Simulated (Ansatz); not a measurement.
A made-up structure of SiHBrF (charge -1), closed shell:

```xyz
4
angstrom
F -1.2592 -0.4348 1.0737
Si -0.3741 0.0691 -0.0806
Br 2.1166 -0.6310 0.0653
H -0.4832 0.9967 -1.0585
```

It is relaxed with PBE-D4/def2-SVPD and then PBE0-D4/def2-TZVPD (Ansatz 0.2.0). Atoms count as bonded within 1.22 times the sum of their covalent radii (H–H: 0.88 Å). The end point is not checked to be a true minimum.

**Question.** Does its bonding change? (Judge from chemistry; the calculation decides.)

**Answer.** Computed: No: no bond forms or breaks.

Where it ends: The first stage lowers the energy by 3.95 eV in 8 steps. It ends as SiHBrF ([F][SiH][Br]), total charge -1:
```xyz
4
angstrom
F -1.0684 -0.1893 1.1090
Si -0.4685 -0.4161 -0.4321
Br 1.9132 -0.4807 0.1205
H -0.3763 1.0861 -0.7973
```

Labels in which every atom is bracketed show which atoms are joined, not bond orders.

For scale, one of the runs: PBE0-D4/def2-TZVPD relaxation, 149 basis functions, launched by `ansatz run in.yaml --threads 2 --pin off --events-out ev --progress --plain --max-ram 4352MiB`. Hardware: 2 CPU threads of an Arm Neoverse V2, shared host. Wall time about 24 s.
